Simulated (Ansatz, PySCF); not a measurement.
Reaction (SMILES): C[Si](C)(C)Br [bromo(trimethyl)silane] → C[Si](C)Br + [CH3] (CH3) (the C-Si bond at the site shown breaks; other sites are not compared here)
Geometries: B3LYP-D3(BJ)/def2-TZVP minima from Ansatz (a first-principles code). Frequencies are from Ansatz or PySCF.
Geometry of the first species:
```
Si
C 1 1.8667
H 2 1.0910 1 111.02
H 2 1.0910 3 108.11 1 122.01
H 2 1.0935 3 108.20 4 116.96
C 1 1.8667 2 111.58 3 -57.06
H 6 1.0910 1 111.02 2 57.06
H 6 1.0910 7 108.11 1 -122.01
H 6 1.0935 7 108.20 8 -116.96
C 1 1.8667 2 111.58 3 177.36
H 10 1.0910 1 111.02 2 -177.36
H 10 1.0910 11 108.11 1 -122.01
H 10 1.0935 11 108.20 12 -116.96
Br 1 2.2651 2 107.27 3 60.15
```

Wanted: bond dissociation energy (enthalpy at 298 K, with B3LYP-D3(BJ) rigid-rotor harmonic-oscillator terms), in kcal/mol. Valence correlation only, unless marked. Open shells are spin-unrestricted. Spin-orbit coupling is left out. Frozen are the shells of the preceding noble gas and the d and f shells that filled before the atom's block. Non-relativistic. CBS marks a two-point X^-3 extrapolation of the correlation energy; Hartree-Fock from the larger set. [CCSD(T)-MP2]/basis is that difference in the basis named.

```csv
level,program,bond dissociation energy (kcal/mol)
HF/6-31G,Ansatz,60.4
PBE/def2-TZVPD,Ansatz,86.1
PBE-D4/def2-TZVPD,Ansatz + dftd4,88.2
BLYP-D3(BJ)/def2-TZVPD,Ansatz + dftd3,84.9
r2SCAN/def2-TZVPD,Ansatz,84.2
r2SCAN-D3(BJ)/def2-TZVPD,Ansatz + dftd3,84.9
r2SCAN-D4/def2-TZVPD,Ansatz + dftd4,84.8
```

Question: Estimate the value at RI-MP2/CBS(def2-TZVPP,def2-QZVPP)+[CCSD(T)-MP2]/def2-TZVPP as computed with Ansatz.

Answer: 93.0 kcal/mol
